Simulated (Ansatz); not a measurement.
One change: `[OH][InH][Cl]` becomes `[AlH2][InH][Cl]`.

Ansatz, PBE0-D4/def2-TZVP geometries, multiplicity 1. Each molecule was computed in one conformer, which needn't be the lowest.

Elements past krypton have def2 core potentials.

| property | `[OH][InH][Cl]` |
| --- | --- |
| HOMO energy (B3LYP/def2-TZVPP) / eV | -8.37 |
| HOMO energy (PBE0/def2-TZVPP) / eV | -8.64 |
| HOMO–LUMO gap (B3LYP/def2-TZVPP) / eV | 6.57 |
| HOMO–LUMO gap (PBE0/def2-TZVPP) / eV | 7.13 |
| HOMO–LUMO gap (PBE/def2-TZVPP) / eV | 4.89 |
| size of the dipole moment (PBE/def2-TZVPP) / D | 1.32 |

**Question.** Give the same properties after the change, and the shifts. (Best estimate.)

**Answer.** Ansatz gave: 
```json
{"property": "HOMO energy (B3LYP/def2-TZVPP) / eV", "`[AlH2][InH][Cl]`": "-7.04", "shift": "1.33"}
{"property": "HOMO energy (PBE0/def2-TZVPP) / eV", "`[AlH2][InH][Cl]`": "-7.24", "shift": "1.40"}
{"property": "HOMO–LUMO gap (B3LYP/def2-TZVPP) / eV", "`[AlH2][InH][Cl]`": "4.43", "shift": "-2.14"}
{"property": "HOMO–LUMO gap (PBE0/def2-TZVPP) / eV", "`[AlH2][InH][Cl]`": "4.81", "shift": "-2.32"}
{"property": "HOMO–LUMO gap (PBE/def2-TZVPP) / eV", "`[AlH2][InH][Cl]`": "3.02", "shift": "-1.87"}
{"property": "size of the dipole moment (PBE/def2-TZVPP) / D", "`[AlH2][InH][Cl]`": "3.23", "shift": "1.91"}
```

With PBE0 the HOMO rises by 1.40 eV and the LUMO falls by 0.92 eV, so the gap narrows by about 2.32 eV. PBE moves the HOMO by 0.99 eV and ωB97M-V by 1.73 eV. The zero-point energy changes by -0.2 kJ/mol with +3 modes. Dipoles are sizes alone; their direction can turn.

B3LYP here is the variant with VWN-RPA as its local correlation; programs differ in this.
